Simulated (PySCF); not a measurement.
Q: Give a PBE0-D3(BJ)/def2-SVP geometry of `C#CC1C[SiH2]C1`.

A: 
```xyz
14
C5H8Si angstrom
C      2.9258   -0.5224    0.0806
C      1.7631   -0.2013   -0.0393
C      0.3609    0.1727   -0.1503
C     -0.2057    1.0696    0.9954
Si    -1.8734    0.2135    0.7064
C     -0.6684   -1.0005   -0.1142
H      3.9560   -0.8083    0.1802
H      0.2273    0.7134   -1.1043
H     -0.0550    2.1506    0.8743
H      0.2223    0.7604    1.9625
H     -2.7666    0.9303   -0.2550
H     -2.6809   -0.2373    1.8805
H     -0.3438   -1.7637    0.6113
H     -0.8687   -1.4923   -1.0753
```

Orientation and origin are arbitrary. Atoms count from 1 in this order. The 4-membered ring C3–C4–Si5–C6 has internal angles of 78.2° to 100.1°; it is puckered, 0.15 Å rms from its mean plane, widest ring torsion 23°. Si5 (SiH2 silicon) has angles from 78.2° to 119.4°. The C–C distances run from 1.212 Å (C1≡C2, drawn triple) to 1.561 Å (C3–C4, drawn single), a spread of 0.349 Å.

Bonds between heavy atoms (Å): C1≡C2 1.212, C2–C3 1.455, C3–C4 1.561, C4–Si5 1.897, Si5–C6 1.897, C3–C6 1.561.

Method used: PySCF, PBE0-D3(BJ)/def2-SVP geometry optimisation, gas phase.

Point group: Cs (every atom within 0.08 Å of its image). No PBE0-D3(BJ)/def2-SVP frequencies stand behind this structure, so it isn't proved a minimum. The numbers are those of one conformer (C2–C3–C4–Si5 -149°, C3–C4–Si5–C6 19°, C4–Si5–C6–C3 -19°, C2–C3–C6–Si5 149°).
